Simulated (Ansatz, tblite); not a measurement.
Cost and result up the ladder for Si19AsH32⁻ (52 atoms). Charge -1, multiplicity 1. Geometry: PBE-D4/def2-SVP.

Cartesian coordinates in Å:
```
Si -0.5234 -0.2116 -4.2275
Si 5.0195 -0.0183 -1.0450
Si 2.7735 1.6283 1.7724
As 1.2828 0.7826 -1.3511
Si -0.5120 -2.5264 -0.8247
Si 1.1967 -1.8597 0.6639
Si -1.8976 0.3137 0.1324
Si -3.8078 -0.9371 -2.6091
Si -0.4396 0.9020 3.4460
Si -2.2687 -2.3346 3.0878
Si 3.3863 0.8365 -2.5139
Si 0.0291 1.7701 -3.1094
Si -1.5850 -1.7365 -2.7817
Si 1.8079 2.7177 -0.0666
Si 4.9417 1.0330 1.0680
Si 1.3539 -0.1730 2.3378
Si -3.7456 0.9503 -1.1893
Si -1.9254 1.8794 1.8918
Si -3.3331 -1.1599 1.3378
Si -1.5793 -0.7461 4.6769
H -1.4147 0.0036 -5.4310
H 0.7859 -0.7642 -4.7451
H 6.4099 0.1664 -1.6158
H 4.8053 -1.5010 -0.8786
H 2.9329 2.5286 2.9794
H 0.1998 -3.7782 -1.3504
H -1.6193 -3.1135 0.0160
H 2.5312 -1.8587 -0.0477
H 1.2602 -3.1248 1.5064
H -4.2481 -0.6695 -4.0354
H -4.7041 -2.0396 -2.0988
H 0.2471 1.8630 4.3994
H -1.0215 -3.0604 2.6414
H -3.1635 -3.3711 3.7369
H 3.8143 2.2035 -2.9987
H 3.3052 -0.0632 -3.7249
H 0.8433 2.7256 -3.9539
H -1.1527 2.5119 -2.5506
H -1.6494 -2.9908 -3.6444
H 2.7516 3.6713 -0.7649
H 0.5436 3.4589 0.2727
H 5.7576 2.3040 0.9535
H 5.6435 0.1628 2.0867
H 2.1341 -0.9030 3.4183
H -3.5138 2.1525 -2.0834
H -5.1195 1.1578 -0.5772
H -1.3697 3.2420 1.5327
H -3.2167 2.1549 2.6421
H -3.9705 -2.2083 0.4495
H -4.5020 -0.4876 2.0387
H -0.6958 -1.3428 5.7541
H -2.7778 -0.1406 5.3765
```

Ansatz on 2 threads of AMD EPYC 7R13 on a shared host and a share (18 GiB) of an NVIDIA H100 80GB HBM3; xTB runs through tblite on one thread. Times are rough, summed over both states, and most runs start from the orbitals of an earlier one. PBE0-D4/def2-SVP serves as the yardstick here, not as an exact answer. Differences are given only for rows in sets of like size (and for xTB, whose basis is part of the method), since another set adds its own error. The other state is a triplet at its own geometry, which has other bonds, so the gap mixes isomer and spin.

The xTB rows come from tblite. B3LYP takes the VWN-RPA correlation. Correlated methods freeze 104 core orbitals; core or outer-core shells of As are correlated, in sets that lack core-valence functions. Single mean-field runs in def2-SVP are fitted with def2-universal-jkfit.

Correlated methods converge slowly with the basis, most of all in double-zeta sets.

xTB has no spin-polarisation term.

```json
{"level": "GFN2-xTB", "functions": "212", "wall time": "1.1 s"}
{"level": "HF/STO-3G", "functions": "221", "wall time": "5.3 s"}
{"level": "PBE0-D4/def2-SVP", "functions": "534", "wall time": "8.2 s"}
{"level": "PBE-D4/def2-SVP", "functions": "534", "wall time": "11 s"}
{"level": "B3LYP-D4/def2-SVP (with forces)", "functions": "534", "wall time": "13 s"}
{"level": "r2SCAN-D4/def2-SVP (with forces)", "functions": "534", "wall time": "16 s"}
{"level": "PBE-QIDH/def2-SVP", "functions": "534", "wall time": "16 s"}
{"level": "B97M-V/def2-SVP", "functions": "534", "wall time": "23 s"}
```

**Question.** Estimate what each level gives for the triplet − singlet (eV).

**Answer.** 
```tsv
level	triplet − singlet (eV)	difference from PBE0-D4/def2-SVP (eV)
GFN2-xTB	1.46	-0.32
HF/STO-3G	2.32	–
PBE0-D4/def2-SVP	1.78	0.00
PBE-D4/def2-SVP	1.62	-0.16
B3LYP-D4/def2-SVP (with forces)	1.72	-0.07
r2SCAN-D4/def2-SVP (with forces)	1.67	-0.12
PBE-QIDH/def2-SVP	2.05	0.27
B97M-V/def2-SVP	1.88	0.09
```
